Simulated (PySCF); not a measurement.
PySCF job for BBr2, SMILES Br[B-]Br (connectivity only; charge and spin as stated), charge -1, multiplicity 1, PBE/pcSseg-2. Geometry optimised at B3LYP-D3(BJ)/def2-SVPD.

```python
import numpy as np
from pyscf import gto, scf, dft
from pyscf.prop.nmr import rks as nmr

mol = gto.M(
    atom='''
    B     0.00000000    0.00000000   -1.22622304
    Br    0.00000000    1.67616526    0.08758736
    Br    0.00000000   -1.67616526    0.08758736
    ''',
    basis='pcSseg-2',
    charge=-1,
    spin=0,
    max_memory=1600,
    verbose=3,
)
mf = dft.RKS(mol, xc='pbe').density_fit(auxbasis='def2-universal-jkfit')
mf.grids.level = 3
mf.conv_tol = 1e-10
mf.max_cycle = 100
mf.kernel()
n = nmr.NMR(mf)
n.verbose = 2
n.max_cycle_cphf = 60
sigma = n.kernel()
print('atom   isotropic/ppm   span/ppm')
for i, s in enumerate(sigma):
    w = np.linalg.eigvalsh((s + s.T) / 2)
    print(f'{mol.atom_symbol(i):2s}{i + 1:3d} {w.mean():14.3f} {w[2] - w[0]:11.3f}')
```

Log of the run:

```
converged SCF energy = -5172.50712562804
atom   isotropic/ppm   span/ppm
B   1        -58.616     265.330
Br  2       1470.075    2101.211
Br  3       1470.075    2101.211
```

The run converged.
